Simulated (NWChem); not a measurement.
Isomers of Si₂H₅O₂F, each optimised at PBE0/def2-SVP with NWChem, gas phase unless a solvent is named. Flexible species stand in one conformer each, which need not be the lowest.  Relative energies count from the lowest isomer at each level and are electronic, without zero-point energy, on those geometries.

A: O[Si](O)(F)[SiH3]
B: O[SiH2]O[SiH2]F
C: O[SiH](O)[SiH2]F
D: O[SiH2][Si@H](F)O

Problem. Which isomer is lowest, and do the levels agree? Levels: PBE0/def2-SVP; PBE/def2-SVP; B3LYP/def2-SVP; LDA (Slater exchange, VWN5)/def2-SVP; r2SCAN/def2-SVP; Hartree-Fock/def2-SVP; M06-2X/def2-SVP.

Solution. All put B lowest.
```csv
quantity,A,B,C,D
"relative energy, PBE0/def2-SVP (kcal/mol)",19.1,0.0,32.2,31.0
"relative energy, PBE/def2-SVP (kcal/mol)",17.5,0.0,30.4,29.0
"relative energy, B3LYP/def2-SVP (kcal/mol)",23.2,0.0,35.5,34.4
"relative energy, LDA (Slater exchange, VWN5)/def2-SVP (kcal/mol)",16.7,0.0,31.7,30.2
"relative energy, r2SCAN/def2-SVP (kcal/mol)",21.3,0.0,35.1,33.8
"relative energy, Hartree-Fock/def2-SVP (kcal/mol)",29.0,0.0,40.9,40.3
"relative energy, M06-2X/def2-SVP (kcal/mol)",25.4,0.0,38.3,37.2
```
